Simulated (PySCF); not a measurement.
**Working out the ionisation energy of Re⁺**

Re⁺ [Xe] 4f14 5d5 6s1 (7S) → Re²⁺ [Xe] 4f14 5d5 (6S). All numbers are calculated (PySCF 2.14, scalar relativity through the core potential, in aug-cc-pVTZ-PP with one added diffuse shell each of s, p, d, f, g type with ECP60MDF (7s7p6d4f3g, 113 functions)). Frozen: 5s2 5p6. Energies in hartree (1 hartree = 27.21139 eV):

```json
{"part": "UHF", "Re⁺ (lower)": "-77.620342", "Re²⁺ (upper)": "-77.042334"}
{"part": "MP2 opposite-spin", "Re⁺ (lower)": "0.000000", "Re²⁺ (upper)": "0.000000"}
{"part": "MP2 same-spin", "Re⁺ (lower)": "-0.076442", "Re²⁺ (upper)": "-0.053349"}
```

Task: What does Hartree-Fock give?

Result: (-77.042334) − (-77.620342) = 0.578008 hartree = 15.728 eV.

Task: What do MP2 and SCS-MP2 (6/5 opposite-spin, 1/3 same-spin) give?

Result: The opposite-spin parts differ by 0.000 eV and the same-spin parts by 0.628 eV. MP2: 15.728 + (0.000) + (0.628) = 16.356 eV. SCS-MP2: 15.728 + 1.2 × (0.000) + (0.628)/3 = 15.937 eV.

Reference: 16.6 ± 0.5 eV (semi-empirical (NIST evaluation); NIST Atomic Spectra Database, ionization energies).

What remains against the reference includes basis incompleteness, the frozen core and correlation beyond second order.
